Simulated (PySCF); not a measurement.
Isomers of CH4BN. Gas-phase values, no solvent. One relaxed conformer stands for each flexible species; it need not be the lowest. Strings in code marks are SMILES.

Calculation: PBE-D3(BJ)/def2-TZVP // PBE0-D3(BJ)/def2-TZVP in PySCF. Delta-SCF ions had no search for a lower state. Excitations are Tamm–Dancoff values on a coarser integration grid. The basis has no diffuse functions, so Rydberg states are missing or too high.

```
species      HOMO–LUMO gap (eV)  S1 oscillator strength  T1 excitation (TDA) (eV)  vertical ionisation energy (Delta-SCF) (eV)  HOMO (eV)
-----------  ------------------  ----------------------  ------------------------  -------------------------------------------  ---------
`C=BN`                     4.54                   0.019                      4.34                                         8.38      -4.88
`CB=N`                     6.74                   0.024                         …                                        10.57      -6.67
`N(=B)C`                      …                   0.000                         –                                            …      -6.50
`[H]/B=C/N`                1.80                   0.000                      1.36                                            …          …
`BN=C`                     4.65                   0.000                         …                                            …      -6.64
`[H]/N=C\B`                2.94                   0.030                      2.62                                         9.77      -6.07
```

### Question
What belongs in the gaps?

### Answer

- `CB=N`, T1 excitation (TDA) (eV): 6.17
- `N(=B)C`, HOMO–LUMO gap (eV): 6.39
- `N(=B)C`, vertical ionisation energy (Delta-SCF) (eV): 10.17
- `[H]/B=C/N`, vertical ionisation energy (Delta-SCF) (eV): 7.61
- `[H]/B=C/N`, HOMO (eV): -4.23
- `BN=C`, T1 excitation (TDA) (eV): 4.28
- `BN=C`, vertical ionisation energy (Delta-SCF) (eV): 10.22
